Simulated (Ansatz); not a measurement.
`N#[C][Ga]([F])[F]` + CH₃SH → `C[S][Ga]([F])[F]` + `C#N`  (ligand exchange at a Ga–C bond)

Program: Ansatz. Geometries: PBE0-D4/def2-TZVP. ΔE: electronic, gas phase. CCSD(T)/CBS is the MP2 limit (def2-TZVPP, def2-QZVPP) plus CCSD(T) − MP2 in def2-TZVPP, frozen cores. This one scheme is used for every species. Functionals use def2-TZVPP. B3LYP here is the variant with VWN-RPA as its local correlation; programs differ in this. For Ga outer-core shells are correlated without core-valence functions, which leaves a few kJ/mol of doubt a bond. Scalar relativity is left out up to krypton. Each species was taken in one conformer, which may not be the lowest.

`N#[C][Ga]([F])[F]`:

```xyz
5

N    -0.004   -0.731   -2.312
C    -0.002   -0.384   -1.215
Ga    0.001    0.190    0.600
F     1.456    0.664    1.397
F    -1.451    0.261    1.530
```

CH₃SH:

```xyz
6

C     0.179    0.457   -0.020
S    -1.106   -0.790    0.214
H     0.978    0.351    0.713
H    -0.304    1.422    0.130
H     0.587    0.426   -1.030
H    -0.335   -1.866   -0.006
```

`C[S][Ga]([F])[F]`:

Z-matrix (Å, degrees):
```
C
S 1 1.824
H 1 1.088 2 111.3
H 1 1.087 2 111.5 3 123.3
H 1 1.090 2 105.5 3 -118.3
Ga 2 2.159 1 100.1 3 -65.1
F 6 1.738 2 124.4 1 179.5
F 6 1.745 2 121.2 1 -0.7
```

`C#N`:

Z-matrix (Å, degrees):
```
C
N 1 1.146
H 1 1.069 2 180.0
```

(1) Is it downhill or uphill in electronic energy at CCSD(T)/CBS, and by how much? (Estimate.)

(2) What do these levels give: revPBE-D4, r2SCAN-D4, PBE0-D4, B3LYP-D4, r2SCANh-D4, CAM-B3LYP-D4, BHLYP, MP2/def2-SVP, CCSD/def2-SVP, SCS-MP2/def2-TZVPP, HF/def2-QZVPP, MP2/CBS(def2)? (An estimate is asked.)

Largest T1 diagnostic among the species: 0.015.

## Answers

(1) Ansatz gave: Downhill: ΔE = -15.2 kcal/mol.

(2) The calculation gave: revPBE-D4 -15.8, r2SCAN-D4 -15.9, PBE0-D4 -15.6, B3LYP-D4 -15.7, r2SCANh-D4 -15.8, CAM-B3LYP-D4 -14.5, BHLYP -14.0, MP2/def2-SVP -13.6, CCSD/def2-SVP -13.2, SCS-MP2/def2-TZVPP -12.6, HF/def2-QZVPP -12.0, MP2/CBS(def2) -15.7 kcal/mol.

At CCSD(T), def2-SVP lies +1.8 kcal/mol from the extrapolated value and def2-TZVPP +2.2 kcal/mol. In def2-TZVPP, CCSD(T) changes the Hartree–Fock value by −0.8 kcal/mol (the triples alone add −0.4 kcal/mol) and MP2 by −1.3 kcal/mol. Leaving LDA and LC-ωPBE aside and taking each functional with its dispersion term where it has one, the values, not all of them listed here, spread over 2.2 kcal/mol, from PBE-D4 to ωB97X-V. LDA lies −1.1 kcal/mol from PBE without D4.
